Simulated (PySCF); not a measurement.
**Dipole moment and polarisability of Si(CF3)4**

Species: Si(CF3)4, C4F12Si.
Cartesian coordinates in Å at the PBE0-D3(BJ)/def2-SVP level; atoms count from 1:
```xyz
17
C4F12Si angstrom
Si    -0.0051   -0.0031    0.0044
C      0.0097    0.0136    1.9319
F     -1.1965   -0.2847    2.4214
F      0.3581    1.2174    2.3925
F      0.8811   -0.8791    2.4079
C      1.8060   -0.0689   -0.6515
F      2.6045    0.7061    0.0861
F      1.8668    0.3583   -1.9151
F      2.2868   -1.3136   -0.6128
C     -0.8509    1.6017   -0.6480
F     -1.9759    1.8526    0.0255
F     -1.1597    1.4853   -1.9420
F     -0.0427    2.6559   -0.5092
C     -0.9736   -1.5495   -0.6174
F     -0.5956   -2.6457    0.0452
F     -0.7543   -1.7554   -1.9185
F     -2.2873   -1.3916   -0.4403
```

Level: wB97X-D/def2-SVPD (PySCF), static field, nuclei fixed, core orbitals frozen in the response. The polarisability tensor in these axes (au):

```
x   82.18  0.06 -0.01
y    0.06 82.32 -0.03
z   -0.01 -0.03 82.27
```

Give the principal values, the mean and the anisotropy Δα = √{½[(α1 − α2)² + (α2 − α3)² + (α1 − α3)²]}.

Principal values 82.16, 82.26 and 82.36 au; mean 82.26 au = 12.19 Å³ = 13.56 × 10⁻⁴⁰ C²·m²/J; Δα = 0.17 au (0 % of the mean).

What is the dipole moment?

0.02 D at this geometry.

Find the Langevin capture rate constant for H3O+ (19.018 u) meeting this molecule (303.958 u), k = 2.342 × 10⁻⁹ cm³/s × √(α in Å³ / reduced mass in u).

The reduced mass is 17.90 u, so k = 1.93 × 10⁻⁹ cm³/s.

Refractivity n − 1 of an ideal gas of it at 350 K and 1 atm, from the electronic α?

N = p/kT = 2.0968 × 10¹⁹ cm⁻³, so n − 1 = 2π × N × 12.19 × 10⁻²⁴ cm³ = 1606 × 10⁻⁶ at long wavelengths, for an ideal gas.

Molar refractivity from α?

Lorentz–Lorenz: R = (4π/3)N_A α = 2.5225 cm³/(mol·Å³) × 12.19 Å³ = 30.7 cm³/mol, in the limit of long wavelengths.

Sum over states: ᾱ = Σ f/ω², ω in Eh. What share falls to these 10 lowest TDDFT singlets (eV, f)? 8.62, 0.0001; 8.64, 0.0000; 8.64, 0.0001; 8.78, 0.0000; 8.80, 0.0000; 9.21, 0.0003; 9.36, 0.2399; 9.37, 0.2364; 9.38, 0.2401; 10.65, 0.0002.

They add up to 6.05 au, 7.4 % of the 82.26 au; the largest single term is 2.03 au, from the state at 9.36 eV. Terms in order: 0.00, 0.00, 0.00, 0.00, 0.00, 0.00, 2.03, 2.00, 2.02, 0.00 au. Higher excitations give the rest. The strengths listed sum to 0.717.

Isolated species at its PBE0-D3(BJ)/def2-SVP geometry, gas phase.

The run behind these numbers computed excited states as well. On 2 threads, AMD EPYC 9R45 (x86_64), on a shared host, this took 2.5 min wall, 5.4 min CPU (with the writing of density and orbital grids) and 2.5 GiB of memory at its peak.

The pairwise dispersion term of wB97X-D wasn't added to the energies; at a given geometry it leaves orbitals and properties as they are.
